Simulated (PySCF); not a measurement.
# Fe+ (iron, charge +1) across methods

[Ar] 3d6 4s1, high-spin 6D determinant. Computed with PySCF 2.14 in aug-cc-pVDZ-DK (7s6p4d2f, 59 functions), with scalar relativity by spin-free X2C-1e.

```csv
method,E (hartree),mean ε 3d α (eV),mean ε 3d β (eV),mean ε 4s α (eV),Σ⟨r²⟩ (bohr²),⟨S²⟩
r2SCANh,-1272.290,-18.736,-14.555,-13.597,24.93,8.751
HSE06,-1272.130,-19.361,-15.321,-13.409,25.01,8.751
M06,-1272.281,-19.832,-15.191,-13.753,24.93,8.754
BHandHLYP,-1272.308,-22.149,-17.854,-14.310,24.99,8.752
UHF,-1271.10852,-26.676,-21.055,-15.440,25.18,8.752
LDA,-1269.763,-17.532,-13.589,-13.264,25.07,8.751
PBE,-1272.086,-17.310,-13.618,-13.014,25.14,8.751
PBE0,-1272.111,-19.799,-15.713,-13.726,25.01,8.751
r2SCAN,-1272.299,-17.787,-13.715,-13.329,24.96,8.751
```
